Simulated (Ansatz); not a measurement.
Consider the ligand exchange at the Si–O bond: `C[Si](N)(O)O[SiH3]` + HBr → `C[Si](N)(O)Br` + `O[SiH3]`.

Program: Ansatz. Geometries: PBE0-D4/def2-TZVP. ΔE: electronic, gas phase. CCSD(T)/CBS is the MP2 limit (def2-TZVPP, def2-QZVPP) plus CCSD(T) − MP2 in def2-TZVPP, frozen cores. DFT in def2-TZVPP. For Br outer-core shells are correlated without core-valence functions, which leaves a few kJ/mol of doubt a bond. Scalar relativity is left out up to krypton. Each species was taken in one conformer, which may not be the lowest.

`C[Si](N)(O)O[SiH3]`:

Z-matrix (Å, degrees):
```
C
Si 1 1.848
H 1 1.092 2 110.6
H 1 1.092 2 110.7 3 -119.9
H 1 1.092 2 110.9 3 119.9
N 2 1.715 1 118.1 3 -179.2
O 2 1.641 1 105.7 3 -58.9
O 2 1.639 1 107.4 3 62.0
H 6 1.007 2 120.1 1 -78.3
H 6 1.007 2 120.4 1 66.6
H 7 0.959 2 116.3 1 -172.0
Si 8 1.633 2 140.3 1 175.8
H 12 1.488 8 110.4 2 -79.7
H 12 1.484 8 108.5 2 160.8
H 12 1.488 8 110.9 2 40.8
```

HBr:

Z-matrix (Å, degrees):
```
Br
H 1 1.420
```

`C[Si](N)(O)Br`:

```xyz
11

C     0.328   -0.569    1.351
Si   -0.001    0.332   -0.229
N    -0.784   -0.689   -1.330
O     1.334    0.894   -0.991
Br   -1.187    2.180    0.321
H    -0.601   -0.942    1.789
H     0.798    0.094    2.081
H     0.992   -1.416    1.165
H    -0.907   -0.400   -2.287
H    -1.523   -1.301   -1.028
H     1.551    1.816   -0.842
```

`O[SiH3]`:

```xyz
6

O    -0.327   -1.217   -0.233
Si    0.165    0.292    0.210
H    -0.804   -1.308   -1.059
H     1.093    0.884   -0.793
H     0.862    0.128    1.505
H    -0.988    1.221    0.369
```

Question: Is it downhill or uphill in electronic energy at CCSD(T)/CBS, and by how much? (Best estimate.)

Answer: Ansatz gave: Uphill: ΔE = +5.7 kcal/mol.

Question: What do these levels give: PBE-D4, B2PLYP, r2SCAN, SCS-MP2/def2-TZVPP, CCSD/def2-TZVPP, MP2/CBS(def2)? (Estimate.)

Answer: Computed: PBE-D4 3.1, B2PLYP 6.0, r2SCAN 4.8, SCS-MP2/def2-TZVPP 6.6, CCSD/def2-TZVPP 7.6, MP2/CBS(def2) 4.0 kcal/mol.

Largest T1 diagnostic among the species: 0.011.

In def2-TZVPP, CCSD(T) changes the Hartree–Fock value by −0.8 kcal/mol (the triples alone add −0.4 kcal/mol) and MP2 by −2.5 kcal/mol. From PBE to PBE0 (25 % exact exchange), in def2-TZVPP and without D4, ΔE moves by +0.9 kcal/mol. The D4 term adds +0.9 kcal/mol with B3LYP and +0.6 kcal/mol with PBE0; it sums over pairs of atoms, weighted by their polarisabilities, and B3LYP, whose exchange is more repulsive, gets the larger term.

B3LYP here is the variant with VWN-RPA as its local correlation; programs differ in this.
